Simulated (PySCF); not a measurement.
**The electron affinity along the 5p block**

Calculated with PySCF 2.14 from differences of total energies of unrestricted determinants, without spin-orbit coupling. Values in eV. The last column holds reference values (measured affinities from photodetachment; the arrow runs from anion to atom). Unmarked ones compare directly (S terms, centres of terms, or small fine structure); those marked * lie between the lowest fine-structure levels and include a spin-orbit shift.

```
                               element                         configurations    LDA    PBE   PBE0  r2SCAN  MP2 (valence)  SCS-MP2 (valence)  reference
In (aug-cc-pV5Z-PP with ECP28MDF, ECP)  [Kr] 4d10 5s2 5p2 → [Kr] 4d10 5s2 5p1  0.648  0.548  0.496   0.568          0.377              0.289    0.384 *
Sn (aug-cc-pV5Z-PP with ECP28MDF, ECP)  [Kr] 4d10 5s2 5p3 → [Kr] 4d10 5s2 5p2  1.549  1.420  1.411   1.510          1.387              1.244    1.112 *
Sb (aug-cc-pV5Z-PP with ECP28MDF, ECP)  [Kr] 4d10 5s2 5p4 → [Kr] 4d10 5s2 5p3  1.189  0.969  0.897   0.923          0.719              0.795    1.047 *
Te (aug-cc-pV5Z-PP with ECP28MDF, ECP)  [Kr] 4d10 5s2 5p5 → [Kr] 4d10 5s2 5p4  2.317  2.071  2.024   2.030          1.974              1.995    1.971 *
 I (aug-cc-pV5Z-PP with ECP28MDF, ECP)               [Xe] → [Kr] 4d10 5s2 5p5  3.504  3.244  3.233   3.254          3.328              3.281    3.059 *
```

The highest occupied level of the anion is positive for In⁻ at LDA, PBE, PBE0, r2SCAN; Sn⁻ at LDA, PBE, PBE0, r2SCAN; Sb⁻ at LDA, PBE, PBE0, r2SCAN; Te⁻ at LDA, PBE, r2SCAN, so there the basis helps to hold the electron.

"Valence" correlates the outer s and p shells and, in groups 3 to 12 and the f block, the outer d or f shell, open or full, or the next shell where the ion has no valence electron left; the wider scheme adds the next inner shell.
